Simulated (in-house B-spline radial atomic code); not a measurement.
Al⁺: [He] 2s1 2p6 3s2 3p1 (an excited or competing configuration)

All numbers are computed (non-relativistic r2SCAN, spin-polarised, spherical fractional occupations; point nucleus) with an all-electron radial atomic-structure program (B-spline basis), not measured.

Effective charges: Z_r = [3n² - l(l+1)]/(2<r>) from the radius, Z_e = n√(-2ε) from the energy, and Slater's rules. Values are occupation-weighted means over spin.

```
shell  electrons   ε (eV)  <r> (bohr)    Z_r    Z_e  Slater
   1s          2  -1551.2      0.1205  12.45  10.68   12.70
   2s          1  -138.67      0.6072   9.88   6.38    9.20
   2p          6  -97.352       0.576   8.68   5.35    9.20
   3s          2   -18.37       2.164   6.24   3.49    4.35
   3p          1  -12.049       2.492   5.02   2.82    4.35
```

The least bound orbital is 3p up at -12.05 eV, and it is also the most diffuse (<r> = 2.492 bohr). The part-filled 2s shell lies below the filled 3s shell in orbital energy.

The density falls to 0.001 bohr⁻³ at 4.002 bohr; Σ<r²> = 20.955 bohr² gives, by the non-relativistic formula and without the paramagnetism of open shells, a Langevin diamagnetic susceptibility of -16.6×10⁻⁶ cm³/mol.
